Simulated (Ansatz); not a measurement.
Calculated with Ansatz (gas phase, PBE0-D4/def2-TZVP geometries, no zero-point term in ΔE). CCSD(T)/CBS adds triple-zeta CCSD(T) − MP2 to the extrapolated MP2 energy (def2 sets, frozen cores). This one scheme is used for every species, atoms too. DFT in def2-TZVPP. Open shells (•) are unrestricted, without spin–orbit coupling. Spin–orbit coupling would lower the free atoms: a little for F. Bonds to Br are less sure, by a few kJ/mol each and by 10 to 20 or more in all where they break to atoms, as the def2 sets lack core-valence functions. Scalar relativity is left out up to krypton. One conformer a species, not always the lowest.

`[F][Al]([SH])[Br]` → `[SH][Al][Br]`• + F•  (homolysis of the Al–F bond)

CCSD(T)/CBS gives +658.3 kJ/mol.

Problem. Another level gave +625.0 kJ/mol. Which?
A. r2SCANh/def2-TZVPP
B. r2SCAN0-D4/def2-TZVPP
C. PBE0-D4/def2-TZVPP
D. B2PLYP/def2-TZVPP

Solution. A. r2SCANh 625.0, B2PLYP 639.6, r2SCAN0-D4 615.1, PBE0-D4 620.6 kJ/mol.

Largest T1 diagnostic among the species: 0.012.

From PBE to PBE0 (25 % exact exchange), in def2-TZVPP and without D4, ΔE moves by −16.0 kJ/mol: exact exchange takes away binding that semilocal exchange gives to molecules. Leaving LDA and LC-ωPBE aside and taking each functional with its dispersion term where it has one, the values, not all of them listed here, spread over 40.7 kJ/mol, from BHLYP-D4 to ωB97M-V. LDA lies +82.1 kJ/mol from PBE without D4, its usual overbinding.

CCSD(T)/CBS has its own doubt, a few kJ/mol and more with outer-core shells, so smaller differences from it don't rank the levels.
